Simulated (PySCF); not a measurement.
## Magnetisability: `CC[C@@]1(C(=O)Cl)C[C@H]1C`, C$_{7}$H$_{11}$ClO

Cartesian coordinates in Å; atom numbers follow the order of the lines, from 1:
```xyz
20

C    -2.328   -0.436   -0.310
C    -0.873   -0.502   -0.767
C    -0.010    0.497   -0.012
C    -0.297    1.879   -0.401
O    -0.979    2.258   -1.297
Cl    0.523    3.113    0.603
C     0.399    0.177    1.413
C     1.440    0.173    0.355
C     2.102   -1.094   -0.117
H    -2.919   -1.185   -0.830
H    -2.749    0.543   -0.524
H    -2.400   -0.618    0.760
H    -0.817   -0.283   -1.835
H    -0.490   -1.508   -0.607
H     0.057   -0.775    1.790
H     0.386    0.974    2.139
H     2.104    1.029    0.336
H     2.267   -1.064   -1.193
H     1.510   -1.973    0.120
H     3.069   -1.195    0.373
```

Theory: GIAO LDA/cc-pVDZ magnetisability, non-relativistic, IEF-PCM benzene (PySCF). Geometry: GFN2-xTB.

**Question.** What are the magnetisability and the molar susceptibility?

**Answer.** Isotropic -1631 × 10⁻³⁰ J/T², or -98.2 × 10⁻⁶ cm³/mol; principal values -1755, -1657, -1481 × 10⁻³⁰ J/T², anisotropy 241 × 10⁻³⁰ J/T² (root of half the summed squared differences of the principal values). The susceptibility is in cgs units.

**Question.** Split it along the inertial axes a, b, c into diamagnetic and paramagnetic parts about the centre of mass, with the quadrupole moment.

**Answer.** 
```tsv
axis	χ (10⁻⁶ cm³/mol)	diamagnetic (10⁻⁶ cm³/mol)	paramagnetic (10⁻⁶ cm³/mol)	summed x² of all electrons (Å²)	quadrupole Θ (D Å)
a	-104.5	-894.5	789.9	205.9	-0.79
b	-93.4	-1095.1	1001.7	158.6	-0.01
c	-96.7	-1546.3	1449.6	52.2	+0.80
```
Anisotropies 2χaa − χbb − χcc = -19.0 and 2χbb − χaa − χcc = +14.4 × 10⁻⁶ cm³/mol. Θ is traceless in Buckingham's convention.
